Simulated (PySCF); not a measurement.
Orbital picture of InO⁺

PBE0 at R = 2.925 Å; PySCF, scalar-relativistic core potentials, basis sets In def2-SVP with ECP28, O def2-SVP. State: ³Σ⁻ (triplet), unpaired electrons π ↑↑. Only the outer orbitals are listed, counted within each symmetry, core potentials removing the inner ones.

| spin | orbital | occ. | ε (eV) | on In (%) | main shells (%) |
| --- | --- | --- | --- | --- | --- |
| α | 3π | 1 | -18.42 | 0 | 100 O p |
| α | 3π | 1 | -18.42 | 0 | 100 O p |
| α | 6σ | 1 | -16.74 | 23 | 77 O p, 21 In s |
| α | 7σ | 1 | -15.02 | 80 | 79 In s, 20 O p |
| α | 4π | 0 | -7.35 | 100 | 100 In p |
| α | 4π | 0 | -7.35 | 100 | 100 In p |
| α | 8σ | 0 | -6.90 | 98 | 98 In p |
| β | 6σ | 1 | -15.89 | 68 | 67 In s, 32 O p |
| β | 7σ | 1 | -14.34 | 36 | 64 O p, 33 In s |
| β | 3π | 0 | -9.44 | 5 | 95 O p |
| β | 3π | 0 | -9.44 | 5 | 95 O p |
| β | 4π | 0 | -7.27 | 96 | 96 In p |

Problem. Which are the highest filled and the lowest empty level, where do they sit, and how wide is the gap?

Solution. Highest filled β 7σ at -14.34 eV (in %: 64 O p, 33 In s); lowest empty β 3π at -9.44 eV (in %: 95 O p); the gap at PBE0 is 4.90 eV.

* bond order (Mayer): 0.16
* ⟨S²⟩: 2.005
* charge on In (Mulliken, basis-dependent): 0.91
* charge on In (Löwdin, basis-dependent): 0.87
* dipole moment (positive dipole points towards O; it is taken about the centre of mass and depends on that origin): -0.44 D
* polarisability along the bond: 34.9 bohr³
* polarisability across the bond: 27.4 bohr³

Spin–orbit coupling is left out. The state was picked by a PBE0 search and need not be the measured ground state.
